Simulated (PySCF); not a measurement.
SMILES Cc1ccc([SeH])s1 at its GFN2-xTB optimised geometry (Å):

```
13

C     -2.0192     1.9260    -0.0010
C     -0.7206     1.2027     0.0000
C      0.5383     1.7115     0.0010
C      1.5527     0.7270     0.0012
C      1.0482    -0.5359     0.0000
Se     2.0442    -2.1543     0.0018
S     -0.6877    -0.5359     0.0000
H     -1.8433     2.9990    -0.0019
H     -2.6056     1.6647    -0.8818
H     -2.6065     1.6661     0.8795
H      0.7449     2.7672     0.0015
H      2.6065     0.9449     0.0017
H      0.8709    -2.9990    -0.0155
```

Calculation: CAM-B3LYP/def2-TZVP (PySCF). Cells within 0.4 Å of a nucleus heavier than hydrogen are left out (blank, or x).

Map of the deformation density (molecule minus spherical neutral atoms) (e/bohr³) on the plane z = 0.0 Å:

```
|1111111111111111111111111111111|
|1111111111111111111111111111111|
|1111111111111111111111111111111|
|1111111111111111111111111111111|
|1111111111111111111111111111111|
|1111111111111111111111111111111|
|1111111126511111121111111111111|
|1111111138621111494111111111111|
|1111111027521001495111111111111|
|11111111xxx31012xx2111111111111|
|111111124x674268xx4211111111111|
|111111111146xx984x8622321111111|
|111111111012xx32126xx7971111111|
|1111111111113420002xx7741111111|
|1111111111114520003852211111111|
|1111111111002300116941111111111|
|111111111100xx1343xx21111111111|
|111111111112xxx455xx11111111111|
|1111111111233102323431111111111|
|1111111111122100112431001111111|
|1111111111111111111211111111111|
|111111111111111111101xx32111111|
|111111111111111111221xx32111111|
|1111111111111111125421221111111|
|1111111111111111126420111111111|
|1111111111111111112211111111111|
|1111111111111111111111111111111|
|1111111111111111111111111111111|
|1111111111111111111111111111111|
|1111111111111111111111111111111|
|1111111111111111111111111111111|
```
Scale: ten equal steps from -0.026 (start of '0') to 0.116 (end of '9'), in the order '0123456789'; x runs from -5.00 to 5.00, y from -5.00 (bottom) to 5.00 (top).
